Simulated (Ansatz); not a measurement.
`FC(F)(F)/C=C/c1ccc(/C=C/c2ccc(/C=C/c3ccc(C(F)(F)F)cc3)cc2)cc1`. Total charge 0; singlet. Geometry PBE-D4/def2-SVP; atoms count from 1.

Cartesian coordinates in Å:
```
F -6.796 -6.767 -6.423
C -5.525 -6.478 -6.809
F -5.604 -5.764 -7.956
F -4.932 -7.663 -7.108
C -4.783 -5.763 -5.725
C -4.248 -4.532 -5.889
C -3.507 -3.751 -4.901
C -3.021 -2.471 -5.258
C -2.310 -1.688 -4.348
C -2.046 -2.141 -3.032
C -1.302 -1.282 -2.120
C -0.970 -1.556 -0.825
C -0.233 -0.695 0.090
C 0.263 0.589 -0.267
C 0.957 1.376 0.644
C 1.202 0.932 1.972
C 1.919 1.722 2.965
C 2.417 2.980 2.807
C 3.131 3.771 3.806
C 3.454 3.289 5.100
C 4.133 4.089 6.019
C 4.513 5.401 5.675
C 5.192 6.282 6.693
F 5.966 7.227 6.108
F 4.287 6.936 7.467
F 5.980 5.566 7.532
C 4.209 5.898 4.397
C 3.530 5.092 3.479
C 0.713 -0.349 2.326
C 0.016 -1.139 1.412
C -2.535 -3.428 -2.676
C -3.244 -4.209 -3.584
H -4.710 -6.327 -4.783
H -4.375 -4.054 -6.875
H -3.211 -2.092 -6.274
H -1.945 -0.694 -4.653
H -0.994 -0.314 -2.550
H -1.285 -2.521 -0.392
H 0.097 0.974 -1.284
H 1.324 2.362 0.322
H 2.047 1.222 3.941
H 2.276 3.487 1.837
H 3.176 2.265 5.390
H 4.384 3.695 7.015
H 4.515 6.918 4.121
H 3.297 5.487 2.478
H 0.889 -0.723 3.347
H -0.354 -2.130 1.719
H -2.353 -3.822 -1.665
H -3.603 -5.199 -3.267
```

Single mean-field runs in def2-TZVP are fitted with def2-universal-jkfit.

Estimate the Mulliken populations of the heavy atoms from the PBE0/def2-TZVP orbitals of Ansatz.


| atom | charge (e) |
| --- | --- |
| F1 | -0.16 |
| C2 | 0.46 |
| F3 | -0.17 |
| F4 | -0.16 |
| C5 | -0.16 |
| C6 | -0.24 |
| C7 | 0.29 |
| C8 | -0.20 |
| C9 | -0.20 |
| C10 | 0.30 |
| C11 | -0.20 |
| C12 | -0.20 |
| C13 | 0.30 |
| C14 | -0.21 |
| C15 | -0.21 |
| C16 | 0.30 |
| C17 | -0.20 |
| C18 | -0.18 |
| C19 | 0.28 |
| C20 | -0.19 |
| C21 | -0.19 |
| C22 | 0.08 |
| C23 | 0.44 |
| F24 | -0.17 |
| F25 | -0.16 |
| F26 | -0.17 |
| C27 | -0.20 |
| C28 | -0.19 |
| C29 | -0.21 |
| C30 | -0.21 |
| C31 | -0.21 |
| C32 | -0.20 |
Mulliken values depend strongly on the basis.

And the Mayer bond orders between heavy atoms (over 0.3)?

F1–C2 1.14 (1.36 Å); C2–F3 1.13 (1.35 Å); C2–F4 1.14 (1.36 Å); C2–C5 1.05 (1.50 Å); C5–C6 1.83 (1.35 Å); C6–C7 0.99 (1.46 Å); C7–C8 1.31 (1.41 Å); C7–C32 1.28 (1.42 Å); C8–C9 1.45 (1.40 Å); C9–C10 1.30 (1.42 Å); C10–C11 1.05 (1.46 Å); C10–C31 1.28 (1.42 Å); C11–C12 1.74 (1.36 Å); C12–C13 1.06 (1.46 Å); C13–C14 1.28 (1.42 Å); C13–C30 1.30 (1.42 Å); C14–C15 1.53 (1.39 Å); C15–C16 1.28 (1.42 Å); C16–C17 1.06 (1.46 Å); C16–C29 1.30 (1.42 Å); C17–C18 1.75 (1.36 Å); C18–C19 1.04 (1.46 Å); C19–C20 1.32 (1.42 Å); C19–C28 1.31 (1.42 Å); C20–C21 1.47 (1.39 Å); C21–C22 1.35 (1.41 Å); C22–C23 1.01 (1.51 Å); C22–C27 1.37 (1.40 Å); C23–F24 1.14 (1.35 Å); C23–F25 1.16 (1.36 Å); C23–F26 1.14 (1.36 Å); C27–C28 1.43 (1.40 Å); C29–C30 1.45 (1.39 Å); C31–C32 1.53 (1.39 Å).
